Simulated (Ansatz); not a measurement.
Calculated with Ansatz (gas phase, PBE0-D4/def2-TZVP geometries, no zero-point term in ΔE). CCSD(T)/CBS adds triple-zeta CCSD(T) − MP2 to the extrapolated MP2 energy (def2 sets, frozen cores). Functionals use def2-TZVPP.

`F[C@H]1B[C@@H]1F` → `FB1CC1F`  (isomerisation)

| level | ΔE (kJ/mol) |
| --- | --- |
| ωB97M-V | -232.8 |
| MP2/def2-SVP | -252.1 |

(1) What does CCSD(T)/CBS give? (Estimate.)

Largest T1 diagnostic among the species: 0.013.

Results:

(1) Ansatz gave: -237.1 kJ/mol. The listed levels differ from it by 4.3, -15.0 kJ/mol.

Leaving LDA and LC-ωPBE aside and taking each functional with its dispersion term where it has one, the values, not all of them listed here, spread over 12.0 kJ/mol, from PBE-QIDH to revPBE-D4. From BLYP to BHLYP (50 % exact exchange), in def2-TZVPP and without D4, ΔE moves by −5.6 kJ/mol. At CCSD(T), def2-SVP lies −6.5 kJ/mol from the extrapolated value and def2-TZVPP −0.2 kJ/mol.
